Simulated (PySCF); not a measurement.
CH5NOPb, neutral, multiplicity 1. Atoms are numbered in the order given.

```xyz
9

Pb     0.1611    -0.4628     0.0000
O      0.7954     1.5578     0.0000
C     -0.0525     2.6513     0.0000
H     -0.7173     2.6979     0.8900
H      0.5382     3.5877     0.0000
H     -0.7173     2.6979    -0.8900
N     -1.9156     0.0363     0.0000
H     -2.2804     0.9845     0.0000
H     -2.6738    -0.6393     0.0000
```
Charge 0, spin multiplicity 1.

The structure is a stationary point at PBE0-D3(BJ)/def2-SVP. The def2 effective core potentials stand for the cores of Pb; spin–orbit coupling is left out. The values are those of a single conformer.

The numbers are results of C-PCM-B3LYP/def2-SVP (PySCF), not measurements.

The values are the electrostatic part of the solvation free energy, E(continuum) − E(gas) at the gas-phase geometry, in a cavity of scaled van der Waals radii (PySCF's table); cavitation and dispersion terms are not included. A continuum can't describe solvent molecules that bind to the metal. In vacuum the orbital gap is 4.54 eV. The dipole moment in vacuum is 2.41 D.

Computed values in water (ε = 78.36), diethylether (ε = 4.24), acetone (ε = 20.49):
| solvent | ε | ΔG(elec) (kcal/mol) | dipole (D) | gap (eV) |
|---|---|---|---|---|
| water | 78.36 | -5.8 | 3.23 | 4.78 |
| diethylether | 4.24 | -4.3 | 3.01 | 4.73 |
| acetone | 20.49 | -5.6 | 3.20 | 4.78 |
